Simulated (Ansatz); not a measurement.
Gas-phase electronic energies from Ansatz, PBE0-D4/def2-TZVP geometries. CCSD(T)/CBS adds triple-zeta CCSD(T) − MP2 to the extrapolated MP2 energy (def2 sets, frozen cores). This one scheme is used for every species. DFT in def2-TZVPP. B3LYP here is the variant with VWN-RPA as its local correlation; programs differ in this. HSE06 is defined as in plane-wave codes. def2 core potentials past Kr. For I outer-core shells are correlated without core-valence functions, which leaves a few kJ/mol of doubt a bond.

`FB(F)F` + HI → `FB(F)I` + H–F  (ligand exchange at a B–F bond)

```
             level  ΔE (kJ/mol)  difference from CCSD(T)/CBS
       LDA (SPW92)         91.1                          2.9
            PBE-D4         82.5                         -5.7
           BLYP-D4         91.5                          3.3
         r2SCAN-D4         94.7                          6.5
            B97M-V        104.1                         15.9
           PBE0-D4         88.1                         -0.1
          B3LYP-D4         96.3                          8.1
        r2SCANh-D4         95.7                          7.5
        r2SCAN0-D4         97.0                          8.8
          BHLYP-D4        103.5                         15.3
      CAM-B3LYP-D4        103.6                         15.4
           ωB97X-V         94.8                          6.6
           ωB97M-V         95.7                          7.5
            B2PLYP         98.1                          9.9
          PBE-QIDH         91.7                          3.5
               PBE         85.9                         -2.3
            revPBE         84.8                         -3.4
              BLYP         98.5                         10.3
              PBE0         91.0                          2.8
             B3LYP        102.0                         13.8
           r2SCANh         96.4                          8.2
             HSE06         90.8                          2.6
         CAM-B3LYP        106.7                         18.5
           LC-ωPBE         95.1                          6.9
RPA@PBE/def2-TZVPP         94.5                          6.3
       HF/def2-SVP        133.8                         45.6
      MP2/def2-SVP        117.2                         29.0
     CCSD/def2-SVP        124.0                         35.8
  CCSD(T)/def2-SVP        121.4                         33.2
     HF/def2-TZVPP        121.1                         32.9
    MP2/def2-TZVPP         86.4                         -1.8
SCS-MP2/def2-TZVPP         93.7                          5.5
   CCSD/def2-TZVPP        100.3                         12.1
CCSD(T)/def2-TZVPP         95.6                          7.4
    MP2/def2-QZVPP         82.2                         -6.0
SCS-MP2/def2-QZVPP         90.0                          1.8
CCSD(T)/def2-QZVPP         92.4                          4.2
      HF/CBS(def2)        121.1                         32.9
     MP2/CBS(def2)         79.0                         -9.2
    CCSD/CBS(def2)         92.9                          4.7
       CCSD(T)/CBS         88.2                            0
```

Largest T1 diagnostic among the species: 0.012.

The D4 term adds −5.7 kJ/mol with B3LYP and −2.9 kJ/mol with PBE0; it sums over pairs of atoms, weighted by their polarisabilities, and B3LYP, whose exchange is more repulsive, gets the larger term. From PBE to PBE0 (25 % exact exchange), in def2-TZVPP and without D4, ΔE moves by +5.2 kJ/mol.
